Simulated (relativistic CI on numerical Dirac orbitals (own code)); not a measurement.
# Hyperfine structure of Kr34+, mass number 83

Method of calculation: Dirac-Coulomb-Breit CI, KLI orbitals optimised for each configuration, a model potential for QED, unscaled Slater integrals (own radial code, finite nucleus).

Configurations in the expansion: 1s2, 1s 2s, 1s 2p, 1s 3s, 1s 3p, 1s 3d, 1s 4s, 1s 4p, 1s 4d, 1s 4f, 1s 5s, 1s 5p, 1s 5d, 1s 5f, 1s 5g, 1s 6s, 1s 6p, 1s 6d. Levels of other configurations are missing.

Nuclear spin I = 9/2, μ = -0.97073 μN, Q = 0.259 b (tables of Stone and Pyykkö). The electronic factors are computed for point nuclear moments, without core polarisation or the Bohr-Weisskopf and QED corrections.

```csv
Level,E (10³ cm⁻¹),A (GHz),B (GHz)
1s 2s 3S_1,104671,-1588,-0.000417
1s 2p 3P°_1,105051,-1419,-9.85
1s 2p 3P°_2,105572,-721.3,46.4
1s 2p 1P°_1,105765,629.8,32.6
1s 3s 3S_1,124162,-1466,-0.000469
1s 3p 3P°_1,124267,-1388,-2.75
1s 3p 3P°_2,124422,-711.6,14
1s 3d 3D_2,124469,-709.7,2.69
```

Levels with J = 0, under 50 % of one LS term, or S terms without an open s electron are left out. Small factors come from cancelling terms and can be off by tens of per cent or more.

At this charge energies of transitions that change n are usually good to better than 1 %, and those within a shell (Δn = 0) to a few per cent.

(1) Give the hyperfine levels of 1s 2s 3S_1 relative to its centre of gravity.

Answers

(1) With K = F(F + 1) − I(I + 1) − J(J + 1), E = AK/2 + B[¾K(K + 1) − I(I + 1)J(J + 1)]/[2I(2I − 1)J(2J − 1)]: F = 7/2: 8734, F = 9/2: 1588, F = 11/2: -7146 GHz.

LS names give the leading component of a level, which can be under half, so a name can repeat, a term be missing and a line seem to break the LS rules.
